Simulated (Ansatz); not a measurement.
`[GeH3][CH2][GeH3]` + `[SiH3]S` → `[SiH3][S][GeH3]` + `[CH3][GeH3]`  (ligand exchange at a Ge–C bond)

Isolated molecules relaxed with PBE0-D4/def2-TZVP in Ansatz; ΔE leaves out vibrations. CCSD(T)/CBS is the MP2 limit (def2-TZVPP, def2-QZVPP) plus CCSD(T) − MP2 in def2-TZVPP, frozen cores. Functionals use def2-TZVPP. B3LYP here is the variant with VWN-RPA as its local correlation; programs differ in this. HSE06 is defined as in plane-wave codes. For Ge outer-core shells are correlated without core-valence functions, which leaves a few kJ/mol of doubt a bond. Scalar relativity is left out up to krypton.

| level | ΔE (kJ/mol) | difference from CCSD(T)/CBS |
| --- | --- | --- |
| LDA (SPW92) | -61.4 | -1.3 |
| PBE-D4 | -66.8 | -6.7 |
| revPBE-D4 | -67.5 | -7.4 |
| BLYP-D4 | -66.8 | -6.7 |
| r2SCAN-D4 | -67.5 | -7.4 |
| B97M-V | -68.7 | -8.6 |
| PBE0-D4 | -67.1 | -7.0 |
| B3LYP-D4 | -67.0 | -6.9 |
| r2SCANh-D4 | -67.6 | -7.5 |
| r2SCAN0-D4 | -67.6 | -7.5 |
| HSE06-D4 | -67.3 | -7.2 |
| BHLYP-D4 | -68.1 | -8.0 |
| CAM-B3LYP-D4 | -63.4 | -3.3 |
| ωB97M-V | -63.7 | -3.6 |
| B2PLYP | -64.3 | -4.2 |
| PBE-QIDH | -64.8 | -4.7 |
| PBE | -66.2 | -6.1 |
| r2SCAN | -67.5 | -7.4 |
| B3LYP | -65.8 | -5.7 |
| r2SCANh | -67.5 | -7.4 |
| r2SCAN0 | -67.5 | -7.4 |
| HSE06 | -66.7 | -6.6 |
| BHLYP | -66.5 | -6.4 |
| CAM-B3LYP | -62.8 | -2.7 |
| RPA@PBE/def2-TZVPP | -54.6 | 5.5 |
| HF/def2-SVP | -66.5 | -6.4 |
| MP2/def2-SVP | -60.6 | -0.5 |
| CCSD/def2-SVP | -58.9 | 1.2 |
| CCSD(T)/def2-SVP | -58.7 | 1.4 |
| HF/def2-TZVPP | -67.7 | -7.6 |
| MP2/def2-TZVPP | -61.2 | -1.1 |
| SCS-MP2/def2-TZVPP | -60.6 | -0.5 |
| CCSD/def2-TZVPP | -58.1 | 2.0 |
| CCSD(T)/def2-TZVPP | -58.4 | 1.7 |
| HF/def2-QZVPP | -68.0 | -7.9 |
| MP2/def2-QZVPP | -62.2 | -2.1 |
| SCS-MP2/def2-QZVPP | -61.8 | -1.7 |
| HF/CBS(def2) | -68.0 | -7.9 |
| MP2/CBS(def2) | -62.9 | -2.8 |
| CCSD/CBS(def2) | -59.8 | 0.3 |
| CCSD(T)/CBS | -60.1 | 0 |

Largest T1 diagnostic among the species: 0.011.

In def2-TZVPP, CCSD(T) changes the Hartree–Fock value by +9.3 kJ/mol (the triples alone add −0.3 kJ/mol) and MP2 by +6.5 kJ/mol. Leaving LDA and LC-ωPBE aside and taking each functional with its dispersion term where it has one, the values, not all of them listed here, spread over 5.3 kJ/mol, from B97M-V to ωB97X-V. LDA lies +4.7 kJ/mol from PBE without D4.

CCSD(T)/CBS has its own doubt, a few kJ/mol and more with outer-core shells, so smaller differences from it don't rank the levels.
